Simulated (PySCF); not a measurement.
## Relaxation of singlet LaOBr

All numbers come from PBE0/[La def2-TZVP with ECP46, O def2-TZVP, Br def2-TZVP], scalar-relativistic core potentials, density fitting, no spin–orbit coupling, PySCF. A (50,194) grid was used.

A hand-made linear start, of C∞v symmetry, held to at least that symmetry:

Coordinates in bohr (charge 0 multiplicity 1):
```
La    0.0000    0.0000   -1.6218
O     0.0000    0.0000   -5.3257
Br    0.0000    0.0000    3.9340
```

Question: What does it relax to?

Answer: It ends at C∞v with La–Br 2.985 Å, La–O 1.925 Å; Br–La–O 180.0°. A frequency run shows 2 imaginary modes (one degenerate set), down to 117i cm⁻¹, so it is a higher-order saddle point.

Question: How much energy is released, and in how many steps?

Answer: 2.2 kJ/mol in 5 steps.

The relaxation took roughly 30 core-seconds on a shared host.
